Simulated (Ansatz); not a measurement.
Born–Oppenheimer molecular dynamics of CHFSSi (5 atoms, charge 0, multiplicity 1). It starts from a relaxed structure.

Theory: Ansatz 0.2.0, RKS r2SCAN/def2-SVP.

| Quantity | Value |
| --- | --- |
| ensemble | NVT, Langevin thermostat |
| time step | 0.5 fs |
| steps asked | 150 |
| set temperature | 300 K |
| friction | 0.02 /fs |
| temperature schedule | 37 steps to 300 K, then 113 steps to 10 K |
| seed | 94102 |

First frame:

```xyz
5
Properties=species:S:1:pos:R:3
F -0.339 -1.643 1.451
Si -0.220 -0.552 0.281
C 0.711 0.885 0.045
S -1.548 0.218 -0.987
H 1.395 1.091 -0.791
```

Q: What does the run give?

A: The run went to its last step.

```
steps done                                               : 150
time covered                                             : 75 fs
mean temperature over the second half                    : 149 K
spread of the potential energy over the second half      : 2.3 meV per atom
mean potential energy of the second half above the start : 7.3 meV per atom
```

The schedule's set-point averaged 106 K over the second half and the system 149 K, so it lags behind the ramp. A run of 0.075 ps of so small a system gives no equilibrium averages.

Q: What happens to the structure?

A: The same pairs are bonded in the first frame and the last. Pairs count as bonded within 1.25 times the sum of covalent radii (0.12 Å more for H–H). Another seed would give other details.

Q: How do temperature and energy run in time?

A: 
| time (fs) | T (K) | potential energy less start (eV) |
| --- | --- | --- |
| 0.0 | 240 | 0.000 |
| 2.5 | 166 | 0.012 |
| 5.0 | 89 | 0.037 |
| 7.5 | 117 | 0.042 |
| 10.0 | 112 | 0.044 |
| 12.5 | 103 | 0.033 |
| 15.0 | 124 | 0.029 |
| 17.5 | 139 | 0.026 |
| 20.0 | 203 | 0.025 |
| 22.5 | 153 | 0.031 |
| 25.0 | 155 | 0.042 |
| 27.5 | 115 | 0.046 |
| 30.0 | 133 | 0.034 |
| 32.5 | 137 | 0.027 |
| 35.0 | 115 | 0.022 |
| 37.5 | 119 | 0.019 |
| 40.0 | 181 | 0.019 |
| 42.5 | 144 | 0.040 |
| 45.0 | 117 | 0.049 |
| 47.5 | 115 | 0.047 |
| 50.0 | 150 | 0.033 |
| 52.5 | 147 | 0.021 |
| 55.0 | 167 | 0.027 |
| 57.5 | 162 | 0.034 |
| 60.0 | 128 | 0.049 |
| 62.5 | 125 | 0.053 |
| 65.0 | 154 | 0.052 |
| 67.5 | 164 | 0.041 |
| 70.0 | 171 | 0.035 |
| 72.5 | 165 | 0.026 |
| 75.0 | 140 | 0.031 |

Time of the run: 4 min on 1 thread of Arm Neoverse V2, with other jobs on the host, peak memory 0.095 GiB.
